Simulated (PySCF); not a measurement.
## C₆ coefficients of unlike pairs at PBE

Calculated with PySCF 2.14 from the dipole response of each species, C₆(A,B) = (3/π) ∫ α_A(iu) α_B(iu) du, in atomic units, from isotropic polarisabilities. For ions this is the dispersion term alone; charge-induced terms of lower order in 1/R come first.

```
species           configuration                                                                           basis      relativity  α (bohr³)  C₆ (like pair)
   Zr³⁺           [Kr] 4d1 (2D)                                       aug-cc-pwCVDZ-PP with ECP28MDF (6s6p5d3f)  core potential      5.734           23.35
   Kr²⁺  [Ar] 3d10 4s2 4p4 (3P)                                                       aug-cc-pVTZ-DK (7s6p4d2f)   spin-free X2C      7.484           36.43
     Nb       [Kr] 4d4 5s1 (6D)  x2c-TZVPPall with one added diffuse shell each of s, p, d, f type (9s7p7d3f1g)   spin-free X2C      91.68            1023
      B       [He] 2s2 2p1 (2P)                                                         dyall-acv3z (15s9p4d2f)   spin-free X2C      23.64           116.2
```

Question: Estimate C₆ for Nb with Kr²⁺.

Answer: The integral gives 156.5. The combination rule 2 C_A C_B / (C_A α_B/α_A + C_B α_A/α_B) gives 140.7 and the geometric mean 193.0.

No spin-orbit coupling is included.

The other pairs:

| pair | C₆ |
| --- | --- |
| B, Nb | 337.5 |
| B, Kr²⁺ | 57.11 |
| Kr²⁺, Zr³⁺ | 28.97 |
| B, Zr³⁺ | 43.87 |
| Nb, Zr³⁺ | 120.7 |
